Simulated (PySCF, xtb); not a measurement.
C3H6GeO, SMILES C[C]1=C[O][GeH2]1.

Harmonic wavenumbers (cm⁻¹) from GFN2-xTB run with xtb at its own minimum, in rising order: 88, 224, 239, 265, 372, 447, 486, 539, 563, 653, 783, 844, 995, 1032, 1080, 1137, 1210, 1395, 1469, 1480, 1660, 1829, 1921, 2988, 3002, 3020, 3048.

Problem. What does PBE-D3(BJ)/def2-SVP (PySCF) give at its own minimum? (The exact figures need the calculation; the answer reports its results.)

Solution. 147, 229, 240, 306, 456, 501, 519, 560, 642, 685, 845, 890, 956, 1000, 1112, 1152, 1239, 1346, 1392, 1412, 1619, 2065, 2083, 2944, 3011, 3037, 3059. Paired by order, the mean absolute difference is 51 cm⁻¹ and the zero-point energies are 46.8 and 47.8 kcal/mol.
